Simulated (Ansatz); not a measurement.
Start from `[CH3][Al]([SiH3])[CH2]O` and change one atom or group to get `[CH3][Al]([SiH3])[O][SiH3]`.

Ansatz, PBE0-D4/def2-TZVP geometries, multiplicity 1. Each molecule was computed in one conformer, which needn't be the lowest.

```csv
property,`[CH3][Al]([SiH3])[CH2]O`
LUMO energy (PBE/def2-TZVPP) / eV,-2.11
HOMO–LUMO gap (B3LYP/def2-TZVPP) / eV,5.37
HOMO energy (PBE/def2-TZVPP) / eV,-5.97
size of the dipole moment (PBE/def2-TZVPP) / D,1.41
HOMO energy (ωB97M-V/def2-TZVPP) / eV,-9.14
size of the dipole moment (B3LYP/def2-TZVPP) / D,1.39
```

Task: What does the change do to each property? (Best estimate.)

Result: Computed: 
```json
{"property": "LUMO energy (PBE/def2-TZVPP) / eV", "`[CH3][Al]([SiH3])[O][SiH3]`": "-2.01", "shift": "0.10"}
{"property": "HOMO–LUMO gap (B3LYP/def2-TZVPP) / eV", "`[CH3][Al]([SiH3])[O][SiH3]`": "5.71", "shift": "0.34"}
{"property": "HOMO energy (PBE/def2-TZVPP) / eV", "`[CH3][Al]([SiH3])[O][SiH3]`": "-6.22", "shift": "-0.25"}
{"property": "size of the dipole moment (PBE/def2-TZVPP) / D", "`[CH3][Al]([SiH3])[O][SiH3]`": "1.21", "shift": "-0.20"}
{"property": "HOMO energy (ωB97M-V/def2-TZVPP) / eV", "`[CH3][Al]([SiH3])[O][SiH3]`": "-9.37", "shift": "-0.23"}
{"property": "size of the dipole moment (B3LYP/def2-TZVPP) / D", "`[CH3][Al]([SiH3])[O][SiH3]`": "1.16", "shift": "-0.23"}
```

With PBE0 the HOMO falls by 0.24 eV and the LUMO rises by 0.10 eV, so the gap widens by about 0.34 eV. PBE moves the HOMO by -0.25 eV and ωB97M-V by -0.23 eV. Dipoles are sizes alone; their direction can turn.

B3LYP here is the variant with VWN-RPA as its local correlation; programs differ in this.
